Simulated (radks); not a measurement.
Question: The barium ion Ba2+, [Xe]. Calculated with a radial shooting solver on a logarithmic mesh with Libxc functionals: non-relativistic Kohn-Sham, exchange-only B88, spin-polarised, spherical densities, point nucleus. Every spin shell is full or empty, so the densities are truly spherical. Functionals are evaluated on that one density, not self-consistently. Rank these orbital-free kinetic functionals by their error against the exact value of the orbitals, and give that value: Thomas-Fermi, TF + vW, LC94, APBEK, revAPBEK, Thakkar, Pearson, LKT, PG1.

Answer: Exact: 7883.05 hartree. From best to worst, with 100 (|E| - |E exact|)/|E exact| (equal figures are ties): LC94 +0.04, APBEK +0.08, revAPBEK +0.25, Thakkar -0.64, Pearson -0.92, Thomas-Fermi -5.15, PG1 +14.37, LKT +18.34, TF + vW +34.90.
